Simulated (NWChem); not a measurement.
## Ionisation of BF

```xyz
2

B      0.0000     0.0000    -0.8123
F      0.0000     0.0000     0.4513
```
Charge 0, spin multiplicity 1.

Program: NWChem. The geometry was optimised at B3LYP/def2-SVP, a minimum by its harmonic frequencies.

Basis set: def2-TZVPD. −ε marks an orbital energy of the parent.

B3LYP has NWChem's definition, with VWN1-RPA local correlation. The structure started from a generated list of species.

**Question.** For the first vertical ionisation energy, −ε(HOMO) of HF gives 11.02 eV and −ε(HOMO) of BHandHLYP gives 9.22 eV. What do −ε(HOMO) of B3LYP, −ε(HOMO) of PBE, −ε(HOMO) of M06-2X give?

**Answer.** −ε(HOMO) of B3LYP: 7.85 eV; −ε(HOMO) of PBE: 6.78 eV; −ε(HOMO) of M06-2X: 9.18 eV.
